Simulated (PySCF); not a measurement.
Si(Cl)(Me)(OH)(NH2) (CH6ClNOSi), SMILES C[Si](N)(O)Cl.

Geometry: PBE-D3(BJ)/def2-SVP. The structure was generated by enumeration, and PubChem lists no compound with its InChIKey, so it may never have been made. Other conformers were not sampled.

Computed with PBE-D3(BJ)/def2-SVP (PySCF 2.14.0).

Frequencies are harmonic and unscaled.

```csv
mode,ν (cm⁻¹),IR (km/mol),moving atoms (share of kinetic energy)
1,130,10.9,H 88 %
2,157,21.4,"H 65 %, O 19 %"
3,170,14.5,"H 34 %, C 25 %, Cl 17 %, O 12 %, N 11 %"
4,197,7.8,"H 56 %, N 14 %, C 14 %"
5,246,9.7,"H 36 %, N 18 %, Cl 15 %, Si 14 %, O 10 %"
6,254,9.4,"H 31 %, O 21 %, Si 21 %, N 11 %, Cl 10 %"
7,282,4.0,"O 24 %, H 21 %, Si 18 %, Cl 15 %, C 11 %, N 10 %"
8,345,75.3,"H 70 %, O 14 %, N 11 %"
9,476,61.3,"H 53 %, N 23 %, Cl 15 %"
10,503,201.1,"H 30 %, Cl 27 %, Si 26 %, N 8 %"
11,673,41.8,"C 37 %, H 29 %, Si 19 %, O 9 %"
12,722,4.4,"H 68 %, C 14 %, N 14 %"
13,761,52.0,"H 72 %, C 20 %"
14,792,108.0,"H 46 %, O 33 %, N 9 %, Si 8 %"
15,838,96.2,"H 61 %, Si 16 %, N 15 %"
16,881,191.2,"H 39 %, Si 35 %, N 19 %"
17,924,119.2,"Si 42 %, H 25 %, O 24 %"
18,1224,34.8,"H 77 %, C 23 %"
19,1379,4.1,H 96 %
20,1381,3.3,H 96 %
21,1497,48.7,"H 90 %, N 10 %"
22,2981,1.3,H 97 %
23,3080,3.5,"H 91 %, C 9 %"
24,3089,1.5,"H 91 %, C 9 %"
25,3476,20.5,H 96 %
26,3569,21.8,"H 92 %, N 8 %"
27,3754,66.5,H 94 %
```
